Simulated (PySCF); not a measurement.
1,1-dichloroprop-1-ene (C3H4Cl2), SMILES ClC(Cl)=CC.

Coordinates come from a B3LYP-D3(BJ)/def2-SVP optimisation.

All values below come from SMD-B3LYP/6-31G* (PySCF).

Solvation free energies are E(SMD) − E(gas) at the gas-phase geometry, for 1 M in both phases. In vacuum the dipole moment is 2.07 D.

```
solvent          ΔG(solv) (kcal/mol)  its non-electrostatic (CDS) part  dipole (D)
---------------  -------------------  --------------------------------  ----------
water                            0.4                               2.8        2.88
tetrahydrofuran                 -3.6                              -1.6        2.73
1-octanol                       -3.3                              -1.3        2.77
```
